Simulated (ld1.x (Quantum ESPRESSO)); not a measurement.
What the settings do to the TM potential of scandium

Base potential:

* Element: Sc (Z = 21)
* Generator: ld1.x (Quantum ESPRESSO) 7.5
* Type: norm-conserving Troullier–Martins (Kleinman–Bylander form)
* Functional: Wu–Cohen
* Relativity: scalar-relativistic
* Frozen core: [Ne]
* Valence charge: 11
* Reference configuration: 3s2 3p6 3d1 4s0 4p0 (charge +2)
* Partial waves: 3p (bound): rc 1.30 bohr; 3d (bound): rc 2.90 bohr; 3s (bound): rc 1.35 bohr
* Local potential: the s channel
* Core correction: Bessel-smoothed model core inside 0.65 bohr

Cutoffs, loose and tight: the cutoffs (Ry, on a coarse ladder) from which the occupation-weighted sum of valence levels, in a spherical-Bessel basis at the reference potential, stays within 10 and 1 mRy of its value at 400 Ry. They do not see the model core or the augmentation charge, which bear on the density cutoff. Test errors are all-electron minus pseudo excitation energies from the reference, over the configurations 3s2 3p6 3d1 4s2 4p0; 3s2 3p6 3d1 4s1 4p0; 3s2 3p6 3d0 4s0 4p0; 3s2 3p6 3d1 4s0 4p2; 3s2 3p6 3d1 4s0 4p1; 3s1 3p6 3d1 4s2 4p0; 3s2 3p6 3d2 4s1 4p0. A dash means not determined; rows that change the core or the reference have their own tests. The largest error is taken over the tests solved by every variant that gives reliable tests at all: 3s1 3p6 3d1 4s2 4p0; 3s2 3p6 3d0 4s0 4p0; 3s2 3p6 3d1 4s0 4p1; 3s2 3p6 3d1 4s0 4p2; 3s2 3p6 3d1 4s1 4p0; 3s2 3p6 3d1 4s2 4p0.

A true bound ghost makes a file unfit for plane-wave use even where its test errors are small: the radial tests pick states by their node count and pass the ghost by. Where a test does run into it, the solver fails or the error is huge.

Cutoffs are not given where the Bessel-basis levels miss the radial ones by over 6 mRy, ghosts where they miss by over 20 mRy; a channel whose overlap is not positive is not tested.

On the changes marked as counting shells twice: ld1.x takes every shell without a wave as core, so the model core holds the marked electrons as well and exchange and correlation see them twice. This cancels in the reference configuration, but the file is broken for other ones, and its errors say nothing about a proper core correction.

```csv
change,outcome,"cutoff, loose","cutoff, tight",bound ghosts,largest test error (meV)
base,generated,70 Ry,100 Ry,none,+503
wave 3d (bound): rc 2.90 bohr becomes 3d (bound): rc 4.40 bohr,generated,70 Ry,100 Ry,none,+1332
"all radii but the core radius scaled by about 0.88 (s 1.18, p 1.14, d 2.54 bohr)",generated,90 Ry,160 Ry,none,+253
reference 3s2 3p6 3d1 4s2 4p0 (4s counted twice),generated,70 Ry,100 Ry,none,-1641
core correction Bessel-smoothed model core inside 1.46 bohr,generated,70 Ry,100 Ry,none,+504
functional PBE,generated,70 Ry,100 Ry,none,+493
```

Question: What comes out with this change to the base: type ultrasoft; waves now 3s (bound): rc 1.35 bohr; 4s (bound): rc 1.35 bohr; 3p (bound): rc 1.30 bohr; 4p (bound): rc 1.30 bohr; 3d (bound): rcut 2.50, rcutus 2.90 bohr; 3d channel at -0.3 Ry: rcut 2.50, rcutus 2.90 bohr; local potential all-electron potential smoothed inside 1.90 bohr (lloc = -1); augmentation PSQ, inside the norm-conserving radii?

Answer: outcome: generated; bound ghosts: s; largest test error (meV): test run stopped at test 3 of 7 (negative rho), 2 before it not solved.

Question: What comes out with this change to the base: wave 3p (bound): rc 1.30 bohr becomes 3p (bound): rc 0.84 bohr?

Answer: outcome: generated; cutoff, loose: 160 Ry; cutoff, tight: 300 Ry; bound ghosts: none; largest test error (meV): +502.

Question: What comes out with this change to the base: wave 3s (bound): rc 1.35 bohr becomes 3s (bound): rc 0.86 bohr?

Answer: outcome: generated; cutoff, loose: 110 Ry; cutoff, tight: 230 Ry; bound ghosts: none; largest test error (meV): +396.
